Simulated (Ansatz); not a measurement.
Reaction (ligand exchange at the In–Cl bond): `[F][In]([Cl])[SeH]` + H–F → `[F][In]([F])[SeH]` + HCl

Calculated with Ansatz (gas phase, PBE0-D4/def2-TZVP geometries, no zero-point term in ΔE). CBS: MP2 limit from def2 TZ/QZ plus the TZ coupled-cluster correction, frozen cores. This one scheme is used for every species. DFT in def2-TZVPP. def2 core potentials past Kr. For In, Se outer-core shells are correlated without core-valence functions, which leaves a few kJ/mol of doubt a bond. Scalar relativity is left out up to krypton. One conformer a species, not always the lowest.

`[F][In]([Cl])[SeH]`:

```xyz
5

F    -0.599   -1.400    1.359
In   -0.273   -0.431   -0.288
Cl   -1.084   -1.472   -2.171
Se    0.925    1.722   -0.180
H     1.032    1.581    1.280
```

H–F:

```xyz
2

F     0.275   -0.103    0.354
H    -0.275    0.103   -0.354
```

`[F][In]([F])[SeH]`:

Cartesian coordinates in Å:
```
F 1.833 -0.670 -0.743
In 0.008 -0.040 -0.622
F -0.799 0.131 -2.369
Se -1.129 0.475 1.497
H 0.087 0.104 2.236
```

HCl:

```xyz
2

Cl   -0.111    0.604   -0.179
H     0.111   -0.604    0.179
```

CCSD(T)/CBS gives +62.7 kJ/mol.

(1) Another level gave +53.0 kJ/mol. Which?
A. BLYP-D4/def2-TZVPP
B. PBE/def2-TZVPP
C. HF/def2-TZVPP
D. r2SCANh/def2-TZVPP

(2) What do rigid-rotor, harmonic-oscillator terms from PBE0-D4/def2-TZVP frequencies (298.15 K, 1 bar) make of the CCSD(T)/CBS value? (Best estimate.)

Largest T1 diagnostic among the species: 0.015.

Answers

(1) B. PBE 53.0, HF/def2-TZVPP 65.6, r2SCANh 59.4, BLYP-D4 48.9 kJ/mol.

(2) Ansatz gave: ΔZPE = -5.2 kJ/mol, ΔH = +56.8 kJ/mol, ΔS = 3 J/(mol·K), ΔG = +56.0 kJ/mol.

From BLYP to BHLYP (50 % exact exchange), in def2-TZVPP and without D4, ΔE moves by +15.7 kJ/mol. Leaving LDA and LC-ωPBE aside and taking each functional with its dispersion term where it has one, the values, not all of them listed here, spread over 18.2 kJ/mol, from BLYP-D4 to PBE-QIDH. LDA lies +6.5 kJ/mol from PBE without D4. At CCSD(T), def2-SVP lies −8.7 kJ/mol from the extrapolated value and def2-TZVPP −1.0 kJ/mol.
